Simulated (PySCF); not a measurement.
Neon: a sound run and one with changed settings

Sound run: Ne⁺ [He] 2s2 2p5, Ne²⁺ [He] 2s2 2p4. Calculation: PySCF 2.14, in x2c-SVPall (3s2p1d, 14 functions); scalar relativity by spin-free X2C-1e. In the sound run the correlated levels freeze 1s2. The sound run starts from symmetry-adapted Hartree-Fock orbitals and uses a fine grid where one is needed.

A second run was set up differently.

| species | method | sound run (hartree) | changed run (hartree) | converged |
| --- | --- | --- | --- | --- |
| Ne⁺ | UHF | -127.78475 | -127.78475 | yes |
| Ne⁺ | M06-2X | -128.12409 | -128.12409 | yes |
| Ne⁺ | PBE0 | -128.05379 | -128.05379 | yes |
| Ne⁺ | MP2 | -127.91498 | -127.86923 | yes |
| Ne⁺ | CCSD(T) | -127.92667 | -127.92667 | yes |
| Ne²⁺ | UHF | -126.33219 | -126.33219 | yes |
| Ne²⁺ | M06-2X | -126.60538 | -126.60538 | yes |
| Ne²⁺ | PBE0 | -126.53836 | -126.53836 | yes |
| Ne²⁺ | MP2 | -126.42149 | -126.39140 | yes |
| Ne²⁺ | CCSD(T) | -126.43492 | -126.43492 | yes |

Ionisation energy of Ne⁺:

```json
{"method": "UHF", "sound run (eV)": "39.526", "changed run (eV)": "39.526"}
{"method": "M06-2X", "sound run (eV)": "41.326", "changed run (eV)": "41.326"}
{"method": "PBE0", "sound run (eV)": "41.237", "changed run (eV)": "41.237"}
{"method": "MP2", "sound run (eV)": "40.640", "changed run (eV)": "40.214"}
{"method": "SCS-MP2", "sound run (eV)": "40.586", "changed run (eV)": "40.183"}
{"method": "CCSD", "sound run (eV)": "40.582", "changed run (eV)": "40.582"}
{"method": "CCSD(T)", "sound run (eV)": "40.593", "changed run (eV)": "40.593"}
```

Task: What was changed?
A. minimal basis
B. too few SCF iterations
C. level shift left on
D. a valence shell is frozen

Result: C. It used initial guess 1e, at most 50 SCF cycles, level shift 2.0 hartree. A level shift leaves the converged SCF energy unchanged but raises the virtual orbital energies, which shrinks MP2 if it is not removed.
